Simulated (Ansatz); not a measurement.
Calculated with Ansatz (gas phase, PBE0-D4/def2-TZVP geometries, no zero-point term in ΔE). CCSD(T)/CBS adds triple-zeta CCSD(T) − MP2 to the extrapolated MP2 energy (def2 sets, frozen cores). Functionals use def2-TZVPP. Each species was taken in one conformer, which may not be the lowest.

`C=C[SiH2]BC` + `F[SiH2]CC[SiH3]` → `C=C[SiH2][SiH2]F` + `CBCC[SiH3]`  (redistribution)

`C=C[SiH2]BC`:

```xyz
14

C     0.894   -1.042    2.223
C     0.879   -0.063    1.322
Si    1.071   -0.340   -0.513
B    -0.516    0.247   -1.616
C    -1.719    1.051   -1.060
H     1.047   -2.079    1.936
H     0.758   -0.855    3.285
H     0.722    0.954    1.681
H     2.237    0.454   -1.016
H     1.387   -1.782   -0.730
H    -0.540   -0.090   -2.770
H    -2.454    0.258   -0.831
H    -2.211    1.701   -1.788
H    -1.554    1.587   -0.123
```

`F[SiH2]CC[SiH3]`:

```xyz
14

F     1.517   -0.481   -2.148
Si    1.197   -1.279   -0.792
C    -0.566   -0.938   -0.295
C    -0.967    0.540   -0.208
Si   -0.161    1.530    1.174
H     1.389   -2.727   -1.064
H     2.176   -0.824    0.226
H    -0.732   -1.444    0.665
H    -1.206   -1.461   -1.017
H    -0.755    1.049   -1.155
H    -2.050    0.624   -0.062
H    -0.345    0.827    2.474
H    -0.794    2.873    1.260
H     1.297    1.710    0.944
```

`C=C[SiH2][SiH2]F`:

```xyz
12

C    -1.792   -0.809   -1.290
C    -0.619   -0.184   -1.228
Si   -0.119    0.920    0.183
Si    1.666   -0.023    1.379
F     2.902   -0.273    0.378
H    -2.547   -0.689   -0.519
H    -2.051   -1.467   -2.115
H     0.095   -0.347   -2.033
H     0.295    2.264   -0.309
H    -1.270    1.078    1.117
H     1.294   -1.338    1.966
H     2.146    0.868    2.470
```

`CBCC[SiH3]`:

Cartesian coordinates in Å:
```
C -1.990 0.528 1.529
B -1.433 0.704 0.085
C -0.482 -0.332 -0.587
C 0.915 0.241 -0.226
Si 2.303 -0.808 -0.929
H -1.998 1.452 2.114
H -1.522 -0.271 2.110
H -3.050 0.256 1.408
H -1.693 1.711 -0.521
H -0.577 -0.387 -1.675
H -0.573 -1.345 -0.182
H 1.026 1.263 -0.606
H 1.043 0.301 0.861
H 2.185 -0.869 -2.411
H 2.208 -2.193 -0.392
H 3.638 -0.252 -0.578
```

```csv
level,ΔE (kJ/mol)
LDA (SPW92),-24.2
B97M-V,-22.5
CCSD(T)/def2-SVP,-18.5
HF/CBS(def2),-19.7
```

Question: What does CCSD(T)/CBS give? (Best estimate.)

Answer: Computed: -19.5 kJ/mol. The listed levels differ from it by -4.7, -3.0, 1.0, -0.2 kJ/mol.

Question: What do rigid-rotor, harmonic-oscillator terms from PBE0-D4/def2-TZVP frequencies (298.15 K, 1 bar) make of the CCSD(T)/CBS value? (Estimate.)

Answer: Computed: ΔZPE = +1.9 kJ/mol, ΔH = -17.4 kJ/mol, ΔS = -1 J/(mol·K), ΔG = -17.2 kJ/mol. Modes under 50 cm⁻¹ make the entropy rough.

Largest T1 diagnostic among the species: 0.012.

Leaving LDA and LC-ωPBE aside and taking each functional with its dispersion term where it has one, the values, not all of them listed here, spread over 7.3 kJ/mol, from PBE-D4 to ωB97M-V. The D4 term adds +3.3 kJ/mol with B3LYP and +1.8 kJ/mol with PBE0; it sums over pairs of atoms, weighted by their polarisabilities, and B3LYP, whose exchange is more repulsive, gets the larger term.

CCSD(T)/CBS has its own doubt, a few kJ/mol and more with outer-core shells, so smaller differences from it don't rank the levels.

B3LYP here is the variant with VWN-RPA as its local correlation; programs differ in this.
